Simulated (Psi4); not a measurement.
A dimer, HF ··· H4Ge (SMILES F and [GeH4]), singlet; the first 2 atoms form monomer A.

```
7

F      0.4622     0.0000     0.0000
H     -0.4622     0.0000     0.0000
Ge     3.4009    -0.4407    -1.1288
H      2.9845     0.0270     0.2736
H      4.7812     0.1384    -1.4727
H      3.4676    -1.9748    -1.1580
H      2.3703     0.0466    -2.1580
```

Problem. What interaction energy does SAPT0/jun-cc-pVDZ, frozen core (Psi4) give, and which attractive term is the largest?

Solution. Total 0.75 kcal/mol: electrostatics -1.51, exchange 3.49, induction -0.47, dispersion -0.76. The most attractive term is electrostatics.
